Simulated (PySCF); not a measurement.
## `C[Se]c1ccc(C#N)[se]1`, C6H5NSe2

Molfile (atoms numbered from 1):
```
C6H5NSe2
     RDKit          3D

 14 14  0  0  0  0  0  0  0  0999 V2000
   -3.0184    0.1978    0.1225 C   0  0  0  0  0  0  0  0  0  0  0  0
   -1.7719    0.8760    1.4623 Se  0  0  0  0  0  2  0  0  0  0  0  0
   -0.1405    0.2878    0.7095 C   0  0  0  0  0  0  0  0  0  0  0  0
    0.0535   -0.4091   -0.4532 C   0  0  0  0  0  0  0  0  0  0  0  0
    1.3961   -0.7018   -0.7454 C   0  0  0  0  0  0  0  0  0  0  0  0
    2.3085   -0.2478    0.1731 C   0  0  0  0  0  0  0  0  0  0  0  0
    3.6921   -0.4107    0.1088 C   0  0  0  0  0  0  0  0  0  0  0  0
    4.8307   -0.5520    0.0463 N   0  0  0  0  0  0  0  0  0  0  0  0
    1.4675    0.6601    1.5965 Se  0  0  0  0  0  2  0  0  0  0  0  0
   -2.8105    0.6603   -0.8392 H   0  0  0  0  0  0  0  0  0  0  0  0
   -4.0131    0.4769    0.4607 H   0  0  0  0  0  0  0  0  0  0  0  0
   -2.9388   -0.8849    0.0633 H   0  0  0  0  0  0  0  0  0  0  0  0
   -0.7506   -0.7147   -1.0997 H   0  0  0  0  0  0  0  0  0  0  0  0
    1.6948   -1.2434   -1.6277 H   0  0  0  0  0  0  0  0  0  0  0  0
  1  2  1  0
  2  3  1  0
  3  4  2  0
  4  5  1  0
  5  6  2  0
  6  7  1  0
  7  8  3  0
  6  9  1  0
  9  3  1  0
  1 10  1  0
  1 11  1  0
  1 12  1  0
  4 13  1  0
  5 14  1  0
M  END
```

Level of theory: TDDFT B3LYP/def2-SVPD excited states, vertical, gas phase in PySCF 2.14.0. Geometry: GFN2-xTB.

The calculation is non-relativistic, which matters for the atoms heavier than Zn.

Q: Give the one- and two-photon strengths of the lowest singlets.

A: δ for parallel linear polarisation; σ at the peak of a Lorentzian of half width 0.1 eV, single beam; Ω is circular over linear.
```csv
state,E (eV),f,photon λ (nm),δ (au),σ (GM),Ω,main
S1,3.77,0.285,658,1030,5.34,0.78,HOMO→LUMO 0.97
S2,3.89,0.000,637,0.41,0.00,1.40,HOMO→LUMO+1 0.99
S3,4.66,0.002,532,17.8,0.14,1.50,HOMO→LUMO+2 0.94
S4,4.79,0.001,517,37.3,0.31,1.50,HOMO→LUMO+3 0.93
S5,4.86,0.061,511,3.35,0.03,1.24,HOMO−1→LUMO 0.90
```

Among these, the strongest one-photon state is S1, the strongest two-photon state S1, with a dipole change of 4.3 D (relaxed, norm of the difference vector).
